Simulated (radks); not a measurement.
Results of a calculation; reference values are marked as such.
Spherical quantum dot in the effective-mass picture: electrons in a well V = -V0 / (1 + exp((r - R)/a)) with V0 = 11.5, R = 3.96, a = 0.38, all in effective atomic units (hartree* = m*/eps^2 hartree, bohr* = eps/m* bohr), one dielectric constant everywhere. Level of theory: non-relativistic Kohn-Sham, r2SCAN, spin-polarised, spherical densities, generalised Kohn-Sham scheme (a radial shooting solver with Libxc functionals). Levels are named by radial order and angular momentum (1s, 1p, 1d, 2s, ...), and open shells are averaged over m. Results are scaled to m* = 0.03 and eps = 15.8, for which hartree* = 3.27 meV and bohr* = 27.87 nm.

N = 11, configuration 1s2 1p6 1d(up 3, down 0). This is the lowest configuration that the search found. Occupied and some empty levels:

| level | occupation | eigenvalue (meV) | <r> (nm) |
|---|---|---|---|
| 1s up | 1 | -23.132 | 61.37 |
| 1s down | 1 | -22.948 | 59.98 |
| 1p up | 3 | -22.247 | 66.61 |
| 1p down | 3 | -21.998 | 65.98 |
| 1d up | 3 | -20.885 | 70.81 |
| 1d down | 0 | -20.587 | 70.61 |
| 1f up | 0 | -19.139 | 74.33 |
| 2s up | 0 | -19.133 | 51.43 |
| 2s down | 0 | -19.012 | 52.77 |
| 1f down | 0 | -18.811 | 74.30 |
| 2p up | 0 | -17.081 | 59.80 |
| 2p down | 0 | -16.936 | 59.87 |

Energy (meV): total -311.965, kinetic 23.926, external -397.58, Hartree 75.121, exchange-correlation -13.428.

Electron density:

| r (nm) | n(r) (e/nm^3) |
|---|---|
| 2.74 | 8.820e-07 |
| 13.1 | 1.157e-06 |
| 23.4 | 1.820e-06 |
| 33.7 | 2.872e-06 |
| 44.1 | 4.101e-06 |
| 54.4 | 5.002e-06 |
| 64.7 | 4.896e-06 |
| 75.1 | 3.518e-06 |
| 85.4 | 1.667e-06 |
| 95.7 | 4.595e-07 |
| 106 | 6.837e-08 |
| 116 | 5.654e-09 |
| 127 | 3.100e-10 |
| 137 | 1.397e-11 |
